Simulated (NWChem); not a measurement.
System: Si2H5SF; SMILES F[SiH2]S[SiH3]

NWChem input:

```
start job
memory heap 200 mb stack 900 mb global 1100 mb
geometry units angstroms noautoz
  Si     0.620806    -1.745982     0.049942
  S     -0.967366    -0.424179    -0.585679
  Si    -0.290687     1.392728     0.290596
  F      1.176083     1.789765    -0.284365
  H      1.771617    -1.697680    -0.894906
  H      1.077837    -1.354509     1.416468
  H      0.040375    -3.117472     0.068679
  H     -0.142928     1.271034     1.764747
  H     -1.268464     2.437141    -0.106460
end
basis spherical
  Si library aug-pcseg-1
  S library aug-pcseg-1
  F library aug-pcseg-1
  H library aug-pcseg-1
end
dft
  xc hfexch
  iterations 150
  mulliken
end
task dft energy
```

All runs use the structure optimised with PBE0/def2-SVP.

Give the results of this calculation. (Hartree-Fock/aug-pcseg-1.) Quantities: basis functions; energy (Ha); highest occupied level (eV); orbital gap (eV); dipole (D).


- number of basis functions = 149
- energy (Ha) = -1077.76
- highest occupied level (eV) = -10.59
- orbital gap (eV) = 11.39
- dipole (D) = 1.25
